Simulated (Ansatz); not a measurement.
Program: Ansatz. Geometries: PBE0-D4/def2-TZVP. ΔE: electronic, gas phase. CCSD(T)/CBS is the MP2 limit (def2-TZVPP, def2-QZVPP) plus CCSD(T) − MP2 in def2-TZVPP, frozen cores. This one scheme is used for every species. For Br outer-core shells are correlated without core-valence functions, which leaves a few kJ/mol of doubt a bond. Scalar relativity is left out up to krypton. One conformer a species, not always the lowest.

`[CH3][Al]([OH])[F]` + HBr → `[CH3][Al]([OH])[Br]` + H–F  (ligand exchange at the Al–F bond)

```json
{"species": "`[CH3][Al]([OH])[F]`", "MP2/CBS(def2) energy (Eh)": "-457.55338"}
{"species": "HBr", "MP2/CBS(def2) energy (Eh)": "-2573.90023"}
{"species": "`[CH3][Al]([OH])[Br]`", "MP2/CBS(def2) energy (Eh)": "-2931.06150"}
{"species": "H–F", "MP2/CBS(def2) energy (Eh)": "-100.38702"}
```

**Question.** Work out ΔE.

**Answer.** ΔE = (-2931.06150) + (-100.38702) − (-457.55338) − (-2573.90023) = 0.00509 Eh = +3.2 kcal/mol. CCSD(T)/CBS gives +4.2 kcal/mol.

Largest T1 diagnostic among the species: 0.012.

Leaving LDA and LC-ωPBE aside and taking each functional with its dispersion term where it has one, the values, not all of them listed here, spread over 4.3 kcal/mol, from HSE06-D4 to BLYP-D4. At CCSD(T), def2-SVP lies +3.3 kcal/mol from the extrapolated value and def2-TZVPP +0.8 kcal/mol.
